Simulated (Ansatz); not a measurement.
Reaction (substitution at a C–Si bond): `C[Si](S)(Cl)C=O` + `C1N[SiH2]O1` → `O=CN1CO[SiH2]1` + `C[SiH](S)Cl`

Gas-phase electronic energies from Ansatz, PBE0-D4/def2-TZVP geometries. CCSD(T)/CBS is the MP2 limit (def2-TZVPP, def2-QZVPP) plus CCSD(T) − MP2 in def2-TZVPP, frozen cores. DFT in def2-TZVPP. Each species was taken in one conformer, which may not be the lowest.

```csv
level,ΔE (kJ/mol),difference from CCSD(T)/CBS
PBE-D4,-73.6,-8.6
r2SCAN-D4,-77.8,-12.8
PBE0-D4,-75.3,-10.3
r2SCAN,-78.3,-13.3
PBE0,-76.9,-11.9
CCSD(T)/def2-TZVPP,-67.7,-2.7
MP2/def2-QZVPP,-69.8,-4.8
SCS-MP2/def2-QZVPP,-68.2,-3.2
HF/CBS(def2),-81.1,-16.1
CCSD/CBS(def2),-65.4,-0.4
CCSD(T)/CBS,-65.0,0
```

Largest T1 diagnostic among the species: 0.014.

In def2-TZVPP, CCSD(T) changes the Hartree–Fock value by +13.3 kJ/mol (the triples alone add +0.3 kJ/mol) and MP2 by +9.7 kJ/mol.
